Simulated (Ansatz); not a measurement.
Ideal-gas functions of `C1[CH2][Zn][O]1` at 400 K and 1 bar, from an Ansatz frequency run at PBE0-D4/def2-TZVP.

Molar mass 109.44 g/mol, point group Cs (symmetry number 1), electronic degeneracy 1, moments of inertia 52.813, 95.967, 142.307 u Å². Harmonic wavenumbers (cm⁻¹, unscaled): 91, 375, 502, 598, 704, 866, 917, 930, 1026, 1126, 1228, 1303, 1444, 1498, 2978, 3017, 3112, 3187.

Use S(trans) = R[1.5 ln M + 2.5 ln T − 1.1517]; rotational temperatures θ = 24.2544 K / I; S(rot) = R[ln(√π/σ · √(T³/θAθBθC)) + 1.5]; for each mode x = 1.438777 ν̃/T, S = R[x/(eˣ − 1) − ln(1 − e⁻ˣ)] and H = RT x/(eˣ − 1); 1 cm⁻¹ = 0.0119627 kJ/mol; R = 8.31446 J/(mol·K).

Task: By hand: the entropy, in J/(mol·K).

Result: Translation 173.5. Rotation: θ = 0.4593, 0.2527, 0.1704 K, giving 108.3. Vibration, mode by mode: 17.64, 6.43, 4.45, 3.38, 2.51, 1.58, 1.36, 1.31, 1.00, 0.74, 0.55, 0.44, 0.29, 0.24, 0.00, 0.00, 0.00, 0.00, in all 41.9. Electronic 0.0. Sum 323.7 J/(mol·K).

Task: By hand: H − E and G − E in kJ/mol, counted from the electronic energy.

Result: Zero-point energy ½ × 24902 × 0.0119627 = 148.9; thermal vibration 9.6; translation, rotation and pV give 4 RT = 13.3. H − E = 171.8 kJ/mol, and G − E = 171.8 − 400 × 323.7/1000 = 42.3 kJ/mol.

Vibration gives 13 % of the entropy, 17.6 J/(mol·K) of it from the mode under 150 cm⁻¹: soft modes count most, and the harmonic formula is weakest for them.
